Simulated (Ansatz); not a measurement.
Species: triiodo(methyl)silane, CH3I3Si, net charge 0, singlet state. SMILES: [Si](C)(I)(I)I
Geometry: optimised at B3LYP-D3(BJ)/def2-TZVP (Ansatz, a quantum-chemistry and plane-wave program).

Quantity: vertical electron affinity (to the doublet state of charge -1; a negative value means that the extra electron is unbound and the number depends on the basis; each state is the SCF solution reached for its spin; the molecule has degenerate orbitals, so one determinant may break the symmetry), in eV. Valence correlation only, unless marked. UHF or UKS for open shells. No spin-orbit coupling. The frozen core is the preceding noble-gas configuration, with the filled d and f shells of earlier blocks. In def2 rows, elements after Kr have scalar-relativistic effective core potentials. Anions need diffuse functions: def2-D sets add few. Basis-set limits of correlation are two-point, X^-3; Hartree-Fock from the larger set. The bracket is a focal-point correction in the basis named.

```tsv
level	program	vertical electron affinity (eV)
HF/def2-SVPD	Ansatz	-0.26
HF/def2-TZVPPD	Ansatz	-0.33
```

### Question
Estimate the value at RI-MP2/CBS(def2-TZVPPD,def2-QZVPPD)+[CCSD(T)-MP2]/def2-TZVPPD as computed with Ansatz.

### Answer
0.46 eV
